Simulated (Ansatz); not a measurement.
Relaxation of `c1coc(-c2ccc(-c3ccc(-c4ccco4)o3)o2)c1` with RKS r2SCAN-D4/def2-SVP.

```sh
$ ansatz run in.yaml --threads 2 --pin off --events-out ev --progress --plain --max-ram 32768MiB --backend cuda --devices 0, --max-vram 18GiB
```

```yaml
crystal:
  periodic: [false, false, false]
  atoms:
    - {symbol: C, position_ang: [5.933110, -0.605250, 1.487600]}
    - {symbol: C, position_ang: [6.269450, 0.354840, 0.582380]}
    - {symbol: O, position_ang: [5.178980, 0.824120, -0.046610]}
    - {symbol: C, position_ang: [4.114450, 0.158290, 0.456390]}
    - {symbol: C, position_ang: [2.805450, 0.460330, -0.041520]}
    - {symbol: C, position_ang: [2.393150, 1.360350, -0.997880]}
    - {symbol: C, position_ang: [0.997030, 1.234650, -1.080570]}
    - {symbol: C, position_ang: [0.640630, 0.264750, -0.169700]}
    - {symbol: C, position_ang: [-0.640630, -0.270710, 0.172490]}
    - {symbol: C, position_ang: [-1.000280, -1.236770, 1.086030]}
    - {symbol: C, position_ang: [-2.396320, -1.361090, 1.000730]}
    - {symbol: C, position_ang: [-2.805640, -0.462390, 0.041720]}
    - {symbol: C, position_ang: [-4.113470, -0.157720, -0.457510]}
    - {symbol: C, position_ang: [-4.527010, 0.739070, -1.413500]}
    - {symbol: C, position_ang: [-5.930090, 0.607460, -1.491270]}
    - {symbol: C, position_ang: [-6.268670, -0.352320, -0.586690]}
    - {symbol: O, position_ang: [-5.179600, -0.821810, 0.044570]}
    - {symbol: O, position_ang: [-1.739390, 0.200270, -0.463410]}
    - {symbol: O, position_ang: [1.741170, -0.206200, 0.463090]}
    - {symbol: C, position_ang: [4.530240, -0.739300, 1.410580]}
    - {symbol: H, position_ang: [6.600430, -1.146260, 2.126470]}
    - {symbol: H, position_ang: [7.213650, 0.777640, 0.302120]}
    - {symbol: H, position_ang: [3.026290, 2.018760, -1.556260]}
    - {symbol: H, position_ang: [0.328450, 1.775120, -1.717740]}
    - {symbol: H, position_ang: [-0.334710, -1.776460, 1.726690]}
    - {symbol: H, position_ang: [-3.030790, -2.014390, 1.563330]}
    - {symbol: H, position_ang: [-3.898650, 1.397940, -1.975350]}
    - {symbol: H, position_ang: [-6.595960, 1.149940, -2.130440]}
    - {symbol: H, position_ang: [-7.213900, -0.774110, -0.308330]}
    - {symbol: H, position_ang: [3.902620, -1.398760, 1.972630]}
basis:
  gaussian: {orbitals: def2-SVP}
hamiltonian: {xc: r2scan, dispersion: d4}
scf: {lower_state_search: "off"}
output: {orbitals: {seedname: orbitals}}
relax: {f_tol: 0.03, max_steps: 70}
```

Hardware: 2 threads of AMD EPYC 7R13 on a shared host and a share (18 GiB) of an NVIDIA H100 80GB HBM3. Wall time 19 s.

Positions (Å) and forces (eV/Å) at steps 1, 2, 3, 4 of 4:

```xyz
30
step=1 energy=-24909.2273 eV
C     5.933   -0.605    1.488   -0.030    0.085   -0.093
C     6.269    0.355    0.582    0.376   -0.154    0.215
O     5.179    0.824   -0.047   -0.327    0.381   -0.433
C     4.114    0.158    0.456   -0.752   -0.362    0.237
C     2.805    0.460   -0.042    0.780    0.372   -0.242
C     2.393    1.360   -0.998   -0.003   -0.158    0.161
C     0.997    1.235   -1.081    0.004   -0.151    0.144
C     0.641    0.265   -0.170   -0.814    0.223   -0.342
C    -0.641   -0.271    0.172    0.819   -0.217    0.342
C    -1.000   -1.237    1.086   -0.004    0.145   -0.154
C    -2.396   -1.361    1.001    0.004    0.174   -0.154
C    -2.806   -0.462    0.042   -0.784   -0.375    0.245
C    -4.113   -0.158   -0.458    0.746    0.352   -0.245
C    -4.527    0.739   -1.413    0.026   -0.110    0.123
C    -5.930    0.607   -1.491    0.032   -0.087    0.084
C    -6.269   -0.352   -0.587   -0.375    0.161   -0.208
O    -5.180   -0.822    0.045    0.324   -0.388    0.431
O    -1.739    0.200   -0.463   -0.016    0.372   -0.368
O     1.741   -0.206    0.463    0.014   -0.373    0.368
C     4.530   -0.739    1.411   -0.029    0.118   -0.114
H     6.600   -1.146    2.126    0.462   -0.327    0.391
H     7.214    0.778    0.302    0.465    0.320   -0.247
H     3.026    2.019   -1.556    0.429    0.392   -0.328
H     0.328    1.775   -1.718   -0.466    0.323   -0.389
H    -0.335   -1.776    1.727    0.472   -0.324    0.395
H    -3.031   -2.014    1.563   -0.437   -0.395    0.325
H    -3.899    1.398   -1.975    0.446    0.411   -0.343
H    -6.596    1.150   -2.130   -0.461    0.324   -0.394
H    -7.214   -0.774   -0.308   -0.464   -0.320    0.250
H     3.903   -1.399    1.973   -0.442   -0.412    0.344
30
step=2 energy=-24909.3636 eV
C     5.936   -0.612    1.494   -0.006    0.039   -0.029
C     6.274    0.353    0.586    0.259   -0.126    0.154
O     5.173    0.820   -0.044   -0.109    0.208   -0.218
C     4.105    0.151    0.461   -0.341   -0.239    0.187
C     2.808    0.473   -0.053    0.374    0.239   -0.182
C     2.394    1.375   -1.012    0.016   -0.043    0.045
C     0.988    1.248   -1.095   -0.015   -0.041    0.038
C     0.633    0.275   -0.180   -0.394    0.163   -0.226
C    -0.633   -0.279    0.183    0.396   -0.164    0.221
C    -0.990   -1.250    1.100    0.014    0.043   -0.035
C    -2.397   -1.375    1.016   -0.011    0.038   -0.050
C    -2.809   -0.475    0.054   -0.375   -0.235    0.189
C    -4.104   -0.152   -0.463    0.338    0.240   -0.184
C    -4.520    0.749   -1.421    0.033   -0.021    0.015
C    -5.933    0.613   -1.499    0.005   -0.027    0.040
C    -6.273   -0.350   -0.589   -0.257    0.116   -0.166
O    -5.173   -0.818    0.042    0.108   -0.203    0.224
O    -1.738    0.191   -0.452   -0.007    0.190   -0.193
O     1.740   -0.195    0.452    0.006   -0.188    0.194
C     4.523   -0.748    1.419   -0.033    0.012   -0.024
H     6.616   -1.159    2.138    0.115   -0.072    0.090
H     7.222    0.789    0.294    0.068    0.107   -0.097
H     3.037    2.040   -1.577    0.105    0.088   -0.071
H     0.306    1.792   -1.738   -0.113    0.069   -0.085
H    -0.311   -1.794    1.745    0.116   -0.067    0.086
H    -3.041   -2.037    1.583   -0.108   -0.087    0.070
H    -3.882    1.415   -1.989    0.109    0.089   -0.074
H    -6.611    1.159   -2.145   -0.115    0.073   -0.088
H    -7.223   -0.784   -0.298   -0.068   -0.108    0.097
H     3.885   -1.416    1.987   -0.106   -0.091    0.074
30
step=3 energy=-24909.3852 eV
C     5.936   -0.616    1.499   -0.007   -0.008    0.007
C     6.277    0.348    0.590   -0.093    0.043   -0.057
O     5.167    0.816   -0.042   -0.049   -0.068    0.061
C     4.096    0.142    0.469    0.082    0.100   -0.086
C     2.812    0.482   -0.061   -0.058   -0.078    0.066
C     2.395    1.383   -1.020   -0.004   -0.019    0.019
C     0.983    1.256   -1.104    0.013   -0.012    0.016
C     0.625    0.284   -0.189    0.072   -0.066    0.075
C    -0.626   -0.286    0.192   -0.073    0.065   -0.075
C    -0.985   -1.256    1.107   -0.012    0.015   -0.015
C    -2.397   -1.383    1.023    0.003    0.018   -0.019
C    -2.812   -0.483    0.062    0.058    0.078   -0.068
C    -4.095   -0.142   -0.470   -0.081   -0.099    0.088
C    -4.515    0.756   -1.428   -0.031   -0.030    0.023
C    -5.934    0.617   -1.502    0.007    0.008   -0.006
C    -6.276   -0.347   -0.593    0.092   -0.044    0.057
O    -5.168   -0.815    0.040    0.048    0.068   -0.061
O    -1.737    0.188   -0.447    0.007   -0.090    0.089
O     1.738   -0.190    0.448   -0.007    0.091   -0.089
C     4.517   -0.757    1.426    0.031    0.028   -0.025
H     6.619   -1.163    2.145    0.023   -0.020    0.024
H     7.214    0.802    0.279    0.043   -0.016    0.022
H     3.043    2.048   -1.585    0.010    0.028   -0.027
H     0.298    1.799   -1.748   -0.019    0.029   -0.031
H    -0.300   -1.800    1.753    0.019   -0.029    0.031
H    -3.046   -2.046    1.588   -0.010   -0.028    0.027
H    -3.873    1.423   -1.997    0.015    0.040   -0.037
H    -6.616    1.164   -2.149   -0.023    0.020   -0.024
H    -7.214   -0.799   -0.282   -0.043    0.016   -0.022
H     3.876   -1.424    1.995   -0.015   -0.039    0.038
30
step=4 energy=-24909.3869 eV
C     5.934   -0.617    1.499    0.001   -0.001    0.001
C     6.275    0.348    0.590    0.009    0.003   -0.002
O     5.167    0.816   -0.042   -0.008   -0.004    0.003
C     4.096    0.145    0.467   -0.002   -0.002    0.002
C     2.811    0.484   -0.062   -0.001   -0.002    0.002
C     2.394    1.385   -1.022   -0.005    0.002   -0.004
C     0.982    1.256   -1.105    0.004    0.003   -0.001
C     0.626    0.284   -0.189    0.004    0.001   -0.002
C    -0.626   -0.285    0.191   -0.004   -0.002    0.001
C    -0.984   -1.257    1.107   -0.005   -0.002    0.003
C    -2.395   -1.384    1.024    0.006   -0.003    0.002
C    -2.812   -0.484    0.063    0.001    0.003   -0.001
C    -4.096   -0.145   -0.467    0.002    0.002   -0.002
C    -4.514    0.754   -1.427    0.012    0.002   -0.001
C    -5.933    0.617   -1.502   -0.001    0.001   -0.001
C    -6.275   -0.347   -0.592   -0.009   -0.003    0.002
O    -5.168   -0.816    0.041    0.008    0.004   -0.002
O    -1.738    0.186   -0.445    0.000    0.001   -0.002
O     1.738   -0.187    0.446    0.000    0.000    0.001
C     4.516   -0.755    1.425   -0.012   -0.002    0.001
H     6.618   -1.165    2.146   -0.004    0.003   -0.003
H     7.217    0.797    0.284    0.001   -0.001    0.001
H     3.041    2.051   -1.589   -0.004    0.000    0.000
H     0.297    1.802   -1.750    0.004    0.000    0.000
H    -0.299   -1.802    1.754   -0.003    0.000    0.000
H    -3.043   -2.050    1.592    0.004    0.000    0.000
H    -3.872    1.422   -1.997   -0.005   -0.003    0.002
H    -6.615    1.165   -2.150    0.004   -0.003    0.003
H    -7.218   -0.794   -0.287   -0.001    0.001   -0.001
H     3.875   -1.424    1.995    0.005    0.003   -0.002
```
